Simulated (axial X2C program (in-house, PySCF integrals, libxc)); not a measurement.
AlBi: from the spin-free to the two-component result

All values were computed with an in-house relativistic program for diatomic molecules. Spin-free means the one-electron spin-free X2C Hamiltonian; two-component (2c) means X2C with spin–orbit coupling and atomic mean-field two-electron Coulomb and Gaunt terms, so the difference of the two also holds small scalar two-electron terms. Basis: Bi dyall-cv3z [12s14p10d6f1g], Al dyall-v3z [8s8p2d1f] (cores contracted in-house); Gaussian nuclei, density fitting, unrestricted open shells. Masses: Bi 208.980 u, Al 26.982 u.

Spin-free state: M_S = 1, Λ = 0 (beyond evenly filled blocks: π+α, π-α); fragments Bi + Al.

```json
{"level": "PBE0", "Re (Å)": "2.825", "ωe (cm⁻¹)": "235.0", "De (eV)": "1.739", "μ (D)": "0.57"}
{"level": "LDA", "Re (Å)": "2.806", "ωe (cm⁻¹)": "236.8", "De (eV)": "2.341", "μ (D)": "0.53"}
```

Dipoles are positive if Al is the positive end.

Two-component determinant lowest at the distance of the search:

Ω = 1 (⟨Sz⟩ = 0.40, ⟨Lz⟩ = 0.60 at PBE0); fragments Bi + Al.

```
level  Re (Å)  ωe (cm⁻¹)  De (eV)  μ (D)
 PBE0   2.678      237.5    1.734   0.86
  LDA   2.641      248.8    2.304   0.90
```

From the two tables, how do the constants change at the PBE0 level (2c against spin-free)?

At the PBE0 level Re falls by 0.147 Å and ωe goes up by 2.5 cm⁻¹; De is not compared, since the atomic limits differ or miss part of their spin–orbit lowering. The two determinants differ in configuration, so these shifts compare two states and are not the spin–orbit effect on one state.

One determinant describes the state; a PBE0 search over occupations chose it and may have missed a lower one. Dissociation energies refer to the lowest single-determinant-based atoms at the same level and basis. Density functionals use the spin component along the axis (collinear). The 2c atoms are single determinants rather than J levels; their spin–orbit lowering is only partly caught, and De is too large by that part. This holds for PBE0, LDA. Other states lie close and PBE0, whose exact exchange favours high spin, may order them wrongly; the determinant shown need not be the ground state. The nearest other spin-free determinant of the search, M_S = 1, Λ = 1, lies 0.10 eV up at the distance of the search. The functionals have no current-density term, which raises determinants with orbital currents, atoms included. With several unpaired electrons one determinant need not be a pure state. Open-shell Ω = 0 determinants with evenly filled partner blocks cannot be reached by this program, so the Ω shown need not be the lowest component. At some level and bond length an empty orbital lies below a filled one. This is the Ω = 1 component of a π² triplet; the 0⁺ component is not one determinant and can lie lowest.
